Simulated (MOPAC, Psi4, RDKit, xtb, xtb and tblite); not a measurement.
Two geometries of C2H7BSi, SMILES B[SiH2]C=C, relaxed at GFN2-xTB with one dihedral held; other torsions can differ between them too.

Structure A

```
11

B      1.9761     0.4625    -0.5211
Si     0.5920     0.1365     0.8213
C     -0.8714    -0.7250    -0.0323
C     -0.7921    -1.8916    -0.6508
H      2.0579     1.4794    -1.0944
H      2.7424    -0.3696    -0.8220
H      0.0012     1.3217     1.4740
H      0.9791    -0.7368     1.9483
H     -1.8294    -0.2196    -0.0141
H     -1.6416    -2.3624    -1.1248
H      0.1326    -2.4446    -0.7052
```

Structure B

```
11

B      2.0265     0.4842    -0.5392
Si     0.6073     0.1803     0.7717
C     -0.8522    -0.7032    -0.0672
C     -1.9671    -1.0484     0.5549
H      2.2343     1.5405    -0.9976
H      2.7001    -0.3925    -0.9237
H      0.0307     1.3810     1.4106
H      0.9946    -0.6731     1.9152
H     -0.7625    -0.9447    -1.1212
H     -2.7833    -1.5546     0.0594
H     -2.1140    -0.8359     1.6013
```

**Question.** Which is lower in energy at the level Psi4 with DF-MP2 (frozen core)/cc-pVTZ // GFN2-xTB, and by how much?

**Answer.** A is lower, by 5.42 kJ/mol (dihedral B1–Si2–C3–C4: 60° in A, 180° in B).

E(B) − E(A) in kJ/mol at the other levels, on the same two geometries: GFN2-xTB (xtb and tblite) 2.43; PBE0/def2-TZVP // GFN2-xTB (Psi4) 5.55; PBE0-D3(BJ)/def2-TZVP // GFN2-xTB (Psi4) 5.93; PBE/def2-TZVP // GFN2-xTB (Psi4) 6.04; PBE-D3(BJ)/def2-TZVP // GFN2-xTB (Psi4) 6.40; HF/cc-pVTZ // GFN2-xTB (Psi4) 4.86; UFF // GFN2-xTB (RDKit) -1.83; PM3, restricted, heats of formation // GFN2-xTB (MOPAC) -0.10; AM1, restricted, heats of formation // GFN2-xTB (MOPAC) 0.43; GFN1-xTB // GFN2-xTB (xtb) 2.94.
